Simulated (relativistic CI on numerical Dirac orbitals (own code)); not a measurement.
## Crystal-field levels of Sm3+, 4f5

Calculated by Dirac-Coulomb-Breit CI, separate exchange-only KLI orbitals for each configuration, QED by a radiative potential, one configuration in a parametric crystal field, unscaled Slater integrals (own radial code). With so little scaling, terms lie 10 to 35 % too far apart, which can change the order of excited levels.

Field parameters in Wybourne normalisation; cubic f-shell fields have B⁴₄ = √(5/14) B⁴₀ and B⁶₄ = −√(7/2) B⁶₀. The field is a parameter set, without covalency.

S and J are read from ⟨S²⟩ = S(S + 1) and ⟨J²⟩ = J(J + 1) of each level; they are not fictitious spins.

Oh, B40 = 600, B60 = 500 cm⁻¹, the lowest 16 levels:

```csv
E (cm⁻¹),Degeneracy,Irrep,S,J
0.0,2,Γ7,2.47,2.51
49.9,4,Γ8,2.47,2.53
911,2,Γ6,2.48,3.50
984,2,Γ7,2.48,3.51
1133,4,Γ8,2.48,3.51
2093,2,Γ6,2.49,4.50
2204,4,Γ8,2.49,4.50
2310,4,Γ8,2.49,4.50
3456,4,Γ8,2.49,5.49
3542,2,Γ6,2.49,5.50
3577,4,Γ8,2.49,5.50
3662,2,Γ7,2.49,5.50
4907,2,Γ7,2.48,6.49
4929,4,Γ8,2.48,6.50
4946,2,Γ6,2.48,6.50
5004,4,Γ8,2.48,6.49
```

Principal g values of the ground doublet: 0.54, 0.54, 0.54.

Oh, B40 = 2750, B60 = 800 cm⁻¹, the lowest 16 levels:

```tsv
E (cm⁻¹)	Degeneracy	Irrep	S	J
0.0	2	Γ7	2.48	2.55
220	4	Γ8	2.47	2.64
966	2	Γ6	2.48	3.52
1217	2	Γ7	2.48	3.52
1362	4	Γ8	2.48	3.56
2166	2	Γ6	2.49	4.49
2459	4	Γ8	2.49	4.50
2499	4	Γ8	2.49	4.54
3676	4	Γ8	2.49	5.41
3749	2	Γ6	2.49	5.50
3768	2	Γ7	2.49	5.58
3779	4	Γ8	2.49	5.54
5019	4	Γ8	2.48	6.50
5068	2	Γ6	2.48	6.49
5104	2	Γ7	2.48	6.48
5317	2	Γ7	2.48	6.44
```

Principal g values of the ground doublet: 0.10, 0.10, 0.10.

The next free-ion level lies 995 cm⁻¹ above the lowest; the field splits the ground level into components whose J stays near 5/2 as long as their spread is small against that gap.

Levels of this model without a field, named by their leading LS term: ⁶H°5/2 0, ⁶H°7/2 995, ⁶H°9/2 2177, ⁶H°11/2 3499, ⁶H°13/2 4924, ⁶H°15/2 6417, ⁶F°1/2 7733, ⁶F°3/2 7997 cm⁻¹.
